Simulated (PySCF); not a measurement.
Cl4Ti (SMILES [Cl][Ti]([Cl])([Cl])[Cl]), singlet, at a GFN2-xTB geometry (such geometries of metal compounds can be far from the true shape); PBE/STO-3G (PySCF).

Input for PySCF:
```python
from pyscf import gto, scf, dft

mol = gto.Mole()
mol.atom = '''
    Ti   -0.000000   -0.000000   -0.000000
    Cl    1.685986   -0.532548   -1.153627
    Cl    0.612700    0.476490    1.963305
    Cl   -0.945935    1.675824   -0.868235
    Cl   -1.352752   -1.619767    0.058556
'''
mol.basis = 'sto-3g'
mol.charge = 0
mol.spin = 0
mol.verbose = 4
mol.build()

mf = dft.RKS(mol)
mf.xc = 'pbe'
mf.kernel()
```

The log (banner, timings and long lists left out):

```
PySCF version 2.14.0

[INPUT] verbose = 4
[INPUT] num. atoms = 5
[INPUT] num. electrons = 90
[INPUT] charge = 0
[INPUT] spin (= nelec alpha-beta = 2S) = 0
[INPUT] symmetry False subgroup None
[INPUT] Mole.unit = angstrom
[INPUT] Symbol           X                Y                Z      unit          X                Y                Z       unit  Magmom
[INPUT]  1 Ti     0.000000000000   0.000000000000   0.000000000000 AA    0.000000000000   0.000000000000   0.000000000000 Bohr   0.0
[INPUT]  2 Cl     1.685986000000  -0.532548000000  -1.153627000000 AA    3.186051789851  -1.006369868185  -2.180039079904 Bohr   0.0
[INPUT]  3 Cl     0.612700000000   0.476490000000   1.963305000000 AA    1.157835196521   0.900435601094   3.710108748989 Bohr   0.0
[INPUT]  4 Cl    -0.945935000000   1.675824000000  -0.868235000000 AA   -1.787558081640   3.166848392973  -1.640726361762 Bohr   0.0
[INPUT]  5 Cl    -1.352752000000  -1.619767000000   0.058556000000 AA   -2.556330794458  -3.060916015608   0.110654802950 Bohr   0.0

nuclear repulsion = 641.143120120541
number of shells = 28
number of NR pGTOs = 162
number of NR cGTOs = 54
basis = sto-3g
ecp = {}

******** <class 'pyscf.dft.rks.RKS'> ********
method = RKS
initial guess = minao
damping factor = 0
level_shift factor = 0
DIIS = <class 'pyscf.scf.diis.CDIIS'>
diis_start_cycle = 1
diis_space = 8
diis_damp = 0
SCF conv_tol = 1e-09
SCF conv_tol_grad = None
SCF max_cycles = 50
direct_scf = True
direct_scf_tol = 1e-13
XC library pyscf.dft.libxc version 7.1.2
    S. Lehtola, C. Steigemann, M. J. T. Oliveira, and M. A. L. Marques,  SoftwareX 7, 1–5 (2018)
XC functionals = pbe
    J. P. Perdew, K. Burke, and M. Ernzerhof,  Phys. Rev. Lett. 77, 3865 (1996)
    J. P. Perdew, K. Burke, and M. Ernzerhof,  Phys. Rev. Lett. 78, 1396 (1997)
    J. P. Perdew, K. Burke, and M. Ernzerhof,  Phys. Rev. Lett. 77, 3865 (1996)
    J. P. Perdew, K. Burke, and M. Ernzerhof,  Phys. Rev. Lett. 78, 1396 (1997)
radial grids:
    Treutler-Ahlrichs [JCP 102, 346 (1995); DOI:10.1063/1.469408] (M4) radial grids

becke partition: Becke, JCP 88, 2547 (1988); DOI:10.1063/1.454033
pruning grids: <function nwchem_prune>
grids dens level: 3
symmetrized grids: False
atomic radii adjust function: <function treutler_atomic_radii_adjust>
small_rho_cutoff = 0
Set gradient conv threshold to 3.16228e-05
Initial guess from minao.
tot grids = 96424
init E= -2659.3535361761
  HOMO = -0.502131557145024  LUMO = -0.206744168745495  gap/eV = 8.03790
cycle= 1 E= -2660.7397854044  delta_E= -1.39  |g|= 0.465  |ddm|= 3.25
  HOMO = -0.240071093718989  LUMO = -0.120126110953077  gap/eV = 3.26387
cycle= 2 E= -2659.51615159912  delta_E= 1.22  |g|= 2.23  |ddm|= 2.94
  HOMO = -0.245043492806459  LUMO = -0.0221950326703338  gap/eV = 6.06402
cycle= 3 E= -2660.81793192155  delta_E= -1.3  |g|= 0.171  |ddm|= 2.05
  HOMO = -0.248611600096001  LUMO = -0.00931289623093931  gap/eV = 6.51165
cycle= 4 E= -2660.82767698571  delta_E= -0.00975  |g|= 0.00406  |ddm|= 0.228
  HOMO = -0.24873101838259  LUMO = -0.00981826585409144  gap/eV = 6.50115
cycle= 5 E= -2660.82768234191  delta_E= -5.36e-06  |g|= 2.73e-05  |ddm|= 0.00546
  HOMO = -0.248731190155501  LUMO = -0.00981736612450197  gap/eV = 6.50118
cycle= 6 E= -2660.8276823421  delta_E= -1.94e-10  |g|= 1.21e-05  |ddm|= 6.1e-05
  HOMO = -0.24873101835557  LUMO = -0.00981285279538605  gap/eV = 6.50129
Extra cycle  E= -2660.82768234179  delta_E= 3.19e-10  |g|= 3.29e-05  |ddm|= 6.17e-05
converged SCF energy = -2660.82768234179
```
